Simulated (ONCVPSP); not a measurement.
## Reading a pseudo-wave (beryllium)

Columns: radius, all-electron u(r) and pseudo u(r) of the 1s shell (level -106.21 eV) of beryllium in the configuration 1s2 2s2; PBE, scalar-relativistic, ONCV scheme, ONCVPSP 4.0.1.

```json
{"r (bohr)": "0.038", "all-electron": "0.4789", "pseudo": "0.3390"}
{"r (bohr)": "0.075", "all-electron": "0.8159", "pseudo": "0.6474"}
{"r (bohr)": "0.113", "all-electron": "1.0591", "pseudo": "0.9234"}
{"r (bohr)": "0.150", "all-electron": "1.2163", "pseudo": "1.1381"}
{"r (bohr)": "0.188", "all-electron": "1.3169", "pseudo": "1.2984"}
{"r (bohr)": "0.225", "all-electron": "1.3682", "pseudo": "1.3945"}
{"r (bohr)": "0.263", "all-electron": "1.3854", "pseudo": "1.4390"}
{"r (bohr)": "0.300", "all-electron": "1.3759", "pseudo": "1.4384"}
{"r (bohr)": "0.338", "all-electron": "1.3465", "pseudo": "1.4051"}
{"r (bohr)": "0.375", "all-electron": "1.3039", "pseudo": "1.3513"}
{"r (bohr)": "0.413", "all-electron": "1.2502", "pseudo": "1.2837"}
{"r (bohr)": "0.450", "all-electron": "1.1915", "pseudo": "1.2126"}
{"r (bohr)": "0.488", "all-electron": "1.1272", "pseudo": "1.1387"}
{"r (bohr)": "0.525", "all-electron": "1.0627", "pseudo": "1.0681"}
{"r (bohr)": "0.563", "all-electron": "0.9960", "pseudo": "0.9979"}
{"r (bohr)": "0.600", "all-electron": "0.9317", "pseudo": "0.9322"}
{"r (bohr)": "0.638", "all-electron": "0.8673", "pseudo": "0.8673"}
{"r (bohr)": "0.675", "all-electron": "0.8067", "pseudo": "0.8066"}
{"r (bohr)": "0.713", "all-electron": "0.7470", "pseudo": "0.7469"}
{"r (bohr)": "0.750", "all-electron": "0.6917", "pseudo": "0.6916"}
{"r (bohr)": "0.788", "all-electron": "0.6379", "pseudo": "0.6378"}
{"r (bohr)": "0.825", "all-electron": "0.5885", "pseudo": "0.5884"}
{"r (bohr)": "0.863", "all-electron": "0.5409", "pseudo": "0.5408"}
{"r (bohr)": "0.900", "all-electron": "0.4976", "pseudo": "0.4975"}
{"r (bohr)": "0.938", "all-electron": "0.4560", "pseudo": "0.4559"}
{"r (bohr)": "0.975", "all-electron": "0.4184", "pseudo": "0.4183"}
```

**Question.** How many radial nodes do the two functions have?

**Answer.** The all-electron 1s function has n − l − 1 = 0; the pseudo-wave has 0.

**Question.** At about which radius was the pseudo-wave matched?

**Answer.** 0.70 bohr. The columns agree to 0.0005 from 0.64 bohr on; several derivatives are matched, so the curves merge somewhat inside the radius.

**Question.** Is the pseudo-wave norm-conserving?

**Answer.** Yes: the ONCV scheme keeps the norm inside the radius equal to the all-electron one, which fixes the energy derivative of the logarithmic derivative at the level.
